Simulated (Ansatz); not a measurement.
Cs₃Ge₃Br₉, 15 atoms. Hardware: 2 threads of AMD EPYC 7R13 on a shared host and a share (18 GiB) of an NVIDIA H100 80GB HBM3.

In the def2 sets Cs takes a core potential; there is no spin–orbit coupling. Correlated methods freeze 108 core orbitals; core or outer-core shells of Cs, Ge, Br are correlated, in sets that lack core-valence functions. Single mean-field runs in def2-SVP, def2-TZVP are fitted with def2-universal-jkfit.

**Question.** How many basis functions does each of these Ansatz runs have, and roughly what does it cost? PBE0-D4/def2-TZVP, charge 0 singlet, energy, from earlier orbitals; PBE-D4/def2-SVP, charge 0 singlet, energy, from earlier orbitals; RPA@PBE/def2-SVP, charge 0 singlet, energy, from earlier orbitals; PBE-D4/def2-SVP, charge 0 singlet, relaxation, 24 steps; MP2/def2-SVP, charge 0 singlet, energy, from earlier orbitals; LDA (SPW92)/def2-TZVP, charge 0 singlet, energy, from earlier orbitals; r2SCAN-D4/def2-TZVP, charge 0 singlet, energy, from earlier orbitals; PBE-D4/def2-TZVP, charge 0 singlet, energy and forces, from earlier orbitals; PBE0-D4/def2-SVP, charge 0 singlet, energy, from earlier orbitals.

**Answer.** Other jobs shared the machine, so times can vary by a factor of up to 3.

```csv
run,functions,fitting or Cholesky vectors,wall time,peak host memory (GiB)
"PBE0-D4/def2-SVP, charge 0 singlet, energy, from earlier orbitals",456,3582,8 s,0.98
"PBE-D4/def2-SVP, charge 0 singlet, energy, from earlier orbitals",456,3582,8 s,0.98
"r2SCAN-D4/def2-TZVP, charge 0 singlet, energy, from earlier orbitals",663,3582,8.5 s,1.2
"PBE0-D4/def2-TZVP, charge 0 singlet, energy, from earlier orbitals",663,3582,9.5 s,1.1
"PBE-D4/def2-TZVP, charge 0 singlet, energy and forces, from earlier orbitals",663,3582,10 s,1.2
"LDA (SPW92)/def2-TZVP, charge 0 singlet, energy, from earlier orbitals",663,3582,11 s,1.1
"RPA@PBE/def2-SVP, charge 0 singlet, energy, from earlier orbitals",456,4347,12 s,2.5
"MP2/def2-SVP, charge 0 singlet, energy, from earlier orbitals",456,4347,12 s,1.2
"PBE-D4/def2-SVP, charge 0 singlet, relaxation, 24 steps",456,3582,1.7 min,1.1
```
